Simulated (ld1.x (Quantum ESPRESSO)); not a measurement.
iron, PAW: configuration errors across variants

ld1.x (Quantum ESPRESSO) 7.5 input, shortened:

```
&input
   title='Fe', zed=26., rel=1, dft='PZ', iswitch=3,
   config='[Ar] 3d6.5 4s1.5 4p0'
 /
 &inputp
   pseudotype=3, lpaw=.true., tm=.true., lloc=-1, rcloc=1.50,
   nlcc=.true., new_core_ps=.true., rcore=0.90,
   which_augfun='BESSEL', rmatch_augfun=1.05
 /
6
3S  1  0   2.00   0.00  1.25  1.60  0.0
4S  2  0   1.50   0.00  1.25  1.60  0.0
3P  2  1   6.00   0.00  1.20  1.45  0.0
4P  3  1   0.00   0.00  1.20  1.45  0.0
3D  3  2   6.50   0.00  0.95  1.25  0.0
3D  3  2   0.00   2.55  0.95  1.25  0.0
 &test
   configts(1)='3s2 3p6 3d6.5 4s1.5 4p0'
 /
```

All-electron excitation energies from the reference (eV): (1) 3s2 3p6 3d6 4s2 4p0 0.749; (2) 3s2 3p6 3d6 4s1 4p0 9.730; (3) 3s2 3p6 3d6 4s0 4p0 26.222; (4) 3s2 3p6 3d6 4s0 4p1 14.863; (5) 3s2 3p6 3d5 4s0 4p0 60.751; (6) 3s2 3p6 3d6 4s0 4p2 9.362; (7) 3s2 3p5 3d6 4s2 4p0 68.333; (8) 3s2 3p6 3d6.5 4s1.5 4p0 spin -2.654; (9) 3s2 3p6 3d6 4s2 4p0 spin -2.640.

Spin tests fill each open shell by Hund’s rule, majority spin first.

The overlap operator is not positive definite (basis up to 400 Ry) in “base”, “local potential all-electron potential smoothed inside 0.62 bohr (lloc = -1)”, “local potential all-electron potential smoothed inside 0.80 bohr (lloc = -1)”, “local potential all-electron potential smoothed inside 0.92 bohr (lloc = -1)”, “local potential all-electron potential smoothed inside 1.02 bohr (lloc = -1)”, “local potential all-electron potential smoothed inside 1.20 bohr (lloc = -1)”, “local potential all-electron potential smoothed inside 1.28 bohr (lloc = -1)”, “local potential all-electron potential smoothed inside 1.48 bohr (lloc = -1)”, “local potential all-electron potential smoothed inside 1.58 bohr (lloc = -1)”. Such files are unfit for use, however small their errors in these radial tests.

Tests that are not counted but printed errors over 1 eV. “local potential all-electron potential smoothed inside 0.80 bohr (lloc = -1)”: 3s2 3p5 3d6 4s2 4p0 (solver errors, printed error -2515 eV). “local potential all-electron potential smoothed inside 1.48 bohr (lloc = -1)”: 3s2 3p5 3d6 4s2 4p0 (solver errors, printed error -2702 eV). “local potential all-electron potential smoothed inside 1.70 bohr (lloc = -1)”: 3s2 3p6 3d5 4s0 4p0 (solver errors, printed error -2361 eV).

Errors AE − PS in meV (a dash: test not solved or not reliable):

```tsv
change	(1)	(2)	(3)	(4)	(5)	(6)	(7)	(8)	(9)	bound ghosts
base	+0.6	+2.8	-2.3	-0.4	-5.8	+0.2	+23	-2.4	-1.6	not determined (overlap not positive)
local potential all-electron potential smoothed inside 0.62 bohr (lloc = -1)	+15	+23	-1.0	+5.3	+9.5	+5.1	+445	+2.2	+22	not determined (overlap not positive)
local potential all-electron potential smoothed inside 0.80 bohr (lloc = -1)	+5.6	+3.3	-1.5	+2.6	+24	+2.7	–	-2.6	+0.4	not determined (overlap not positive)
local potential all-electron potential smoothed inside 0.92 bohr (lloc = -1)	+3.7	+1.1	-1.6	+2.1	+17	+2.2	–	–	–	not determined (overlap not positive)
local potential all-electron potential smoothed inside 1.02 bohr (lloc = -1)	+4.9	+0.8	-1.3	+3.6	+21	+3.4	–	–	–	not determined (overlap not positive)
local potential all-electron potential smoothed inside 1.20 bohr (lloc = -1)	+1.9	-0.3	-0.9	+14	-0.2	+14	-20	-3.3	-3.0	not determined (overlap not positive)
local potential all-electron potential smoothed inside 1.28 bohr (lloc = -1)	+0.7	-0.5	-1.6	+3.5	-0.1	+4.0	–	–	–	not determined (overlap not positive)
local potential all-electron potential smoothed inside 1.48 bohr (lloc = -1)	+2.4	+0.5	-1.5	+0.4	+7.2	+0.9	–	-3.0	-2.7	not determined (overlap not positive)
local potential all-electron potential smoothed inside 1.58 bohr (lloc = -1)	-4.9	+22	-43	-74	-68	-90	+313	+1.1	+0.6	not determined (overlap not positive)
local potential all-electron potential smoothed inside 1.70 bohr (lloc = -1)	+0.9	+1.2	-1.5	+0.6	–	+1.4	–	–	–	none
```

**Question.** Give the same row for: local potential all-electron potential smoothed inside 1.88 bohr (lloc = -1).

**Answer.** –, –, –, –, –, –, –, –, –; bound ghosts: none. Not counted: 3s2 3p6 3d6 4s2 4p0 (solver errors, printed error -2805 eV); 3s2 3p6 3d6 4s1 4p0 (solver errors, printed error -2716 eV); 3 more.
